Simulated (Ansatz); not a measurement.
Ansatz (a program for electronic structure) input (HF/def2-TZVP):

Ansatz 0.2 input:
```yaml
crystal:
  periodic: [false, false, false]
  atoms:
    - {symbol: Ge, position_ang: [-0.00000000, -0.00000000, -1.20333039]}
    - {symbol: Ge, position_ang: [0.00000000, 0.00000000, 1.20333039]}
basis:
  gaussian:
    orbitals: def2-TZVP
hamiltonian:
  xc: {name: HF}
magnetization: {spin_polarized: true, initial_magnetization: 2}
relax: {f_tol: 0.003, max_steps: 100}
```

Output:

```
Functional definition: HF
integrals: 0.03 GiB planned
660 factors; integrals over basis functions are off by at most 2.2e-4 eV
mean field: 0.47 GiB planned
mean field evaluation 1: about -112945.0225 eV, gradient 4.8e0 eV
mean field evaluation 2: about -112945.0884 eV, gradient 4.9e0 eV
mean field evaluation 4: about -112945.4484 eV, gradient 7.6e-1 eV
mean field evaluation 8: about -112945.4562 eV, gradient 4.8e-3 eV
mean field evaluation 16: about -112945.4562 eV, gradient 4.8e-4 eV
mean field evaluation 32: about -112945.4723 eV, gradient 3.9e-1 eV
mean field evaluation 64: about -112945.8002 eV, gradient 1.8e-1 eV
mean field evaluation 96: about -112943.4180 eV, gradient 1.1e1 eV
mean field evaluation 128: about -112946.0389 eV, gradient 3.4e-1 eV
mean field evaluation 160: about -112944.8371 eV, gradient 3.9e-1 eV
mean field -112946.06879400 eV, -4150.6914705845 hartree, gradient 9.1e-7 eV, S^2 2.013192; 4 other end points of the search recorded, 0 dependent functions left out
the calculation of the forces begins
reference -112946.06879400 eV, -4150.6914705845 hartree; 33, 31 occupied and 63, 65 virtual orbitals, 660 factors
relax step   1: F+E_penalty+E_count = -112946.06879400 eV  Δ(F+E_penalty+E_count) = +0.000e0 eV  max|allowed force component| = 7.091e-1 eV/Å  Δτ_max = 0.0000 Å  (388 SCF iters, accepted)
these checks for a lower state are left out or cut short: starts, cluster_reference, orbital_swaps, neighbouring_geometries, increment
integrals: 0.03 GiB planned
660 factors; integrals over basis functions are off by at most 2.6e-4 eV
mean field: 0.47 GiB planned
mean field evaluation 192: about -112945.7187 eV, gradient 4.5e-2 eV
mean field -112946.08324566 eV, -4150.6920016732 hartree, gradient 1.8e-5 eV, S^2 2.013255; 1 other end points of the search recorded, 0 dependent functions left out
the calculation of the forces begins
reference -112946.08324566 eV, -4150.6920016732 hartree; 33, 31 occupied and 63, 65 virtual orbitals, 660 factors
relax step   2: F+E_penalty+E_count = -112946.08324566 eV  Δ(F+E_penalty+E_count) = -1.445e-2 eV  max|allowed force component| = 3.966e-1 eV/Å  Δτ_max = 0.0398 Å  (131 SCF iters, accepted)
these checks for a lower state are left out or cut short: starts, cluster_reference, orbital_swaps, neighbouring_geometries, increment
integrals: 0.03 GiB planned
660 factors; integrals over basis functions are off by at most 2.5e-4 eV
mean field: 0.47 GiB planned
mean field -112946.08833631 eV, -4150.6921887512 hartree, gradient 1.9e-5 eV, S^2 2.013241; 1 other end points of the search recorded, 0 dependent functions left out
the calculation of the forces begins
reference -112946.08833631 eV, -4150.6921887512 hartree; 33, 31 occupied and 63, 65 virtual orbitals, 660 factors
relax step   3: F+E_penalty+E_count = -112946.08833631 eV  Δ(F+E_penalty+E_count) = -5.091e-3 eV  max|allowed force component| = 1.864e-2 eV/Å  Δτ_max = 0.0124 Å  (135 SCF iters, accepted)
these checks for a lower state are left out or cut short: starts, cluster_reference, orbital_swaps, neighbouring_geometries, increment
integrals: 0.03 GiB planned
660 factors; integrals over basis functions are off by at most 2.4e-4 eV
mean field: 0.47 GiB planned
mean field evaluation 224: about -112946.0883 eV, gradient 1.0e-5 eV
mean field -112946.08833646 eV, -4150.6921887566 hartree, gradient 1.6e-5 eV, S^2 2.013240; 1 other end points of the search recorded, 0 dependent functions left out
the calculation of the forces begins
reference -112946.08833646 eV, -4150.6921887566 hartree; 33, 31 occupied and 63, 65 virtual orbitals, 660 factors
relax step   4: F+E_penalty+E_count = -112946.08833646 eV  Δ(F+E_penalty+E_count) = -1.459e-7 eV  max|allowed force component| = 1.848e-2 eV/Å  Δτ_max = 0.0013 Å  (107 SCF iters, accepted)
these checks for a lower state are left out or cut short: starts, cluster_reference, orbital_swaps, neighbouring_geometries, increment
integrals: 0.03 GiB planned
660 factors; integrals over basis functions are off by at most 2.5e-4 eV
mean field: 0.47 GiB planned
mean field -112946.08834825 eV, -4150.6921891899 hartree, gradient 1.8e-5 eV, S^2 2.013240; 1 other end points of the search recorded, 0 dependent functions left out
the calculation of the forces begins
reference -112946.08834825 eV, -4150.6921891899 hartree; 33, 31 occupied and 63, 65 virtual orbitals, 660 factors
relax step   5: F+E_penalty+E_count = -112946.08834825 eV  Δ(F+E_penalty+E_count) = -1.179e-5 eV  max|allowed force component| = 4.908e-5 eV/Å  Δτ_max = 0.0006 Å  (90 SCF iters, accepted)
integrals: 0.03 GiB planned
660 factors; integrals over basis functions are off by at most 2.5e-4 eV
mean field: 0.47 GiB planned
mean field evaluation 256: about -112945.5344 eV, gradient 5.9e-2 eV
mean field evaluation 288: about -112945.8024 eV, gradient 1.8e-2 eV
mean field evaluation 320: about -112946.0864 eV, gradient 1.9e-1 eV
mean field evaluation 352: about -112946.0855 eV, gradient 1.5e-1 eV
mean field evaluation 384: about -112944.4042 eV, gradient 5.2e0 eV
mean field evaluation 416: about -112945.5345 eV, gradient 1.6e-5 eV
mean field -112946.08834825 eV, -4150.6921891899 hartree, gradient 1.8e-5 eV, S^2 2.013240; 6 other end points of the search recorded, 0 dependent functions left out
the calculation of the forces begins
reference -112946.08834825 eV, -4150.6921891899 hartree; 33, 31 occupied and 63, 65 virtual orbitals, 660 factors
Total energy: -112946.08834825 eV, -4150.6921891899 hartree
Atom 0 at     0.000000     0.000000    -1.176578 Å, force     0.000000    -0.000000    -0.000049 eV/Å
Atom 1 at    -0.000000    -0.000000     1.176578 Å, force    -0.000000     0.000000     0.000049 eV/Å
Dipole moment:    -0.000000    -0.000000     0.000000 e Å
```
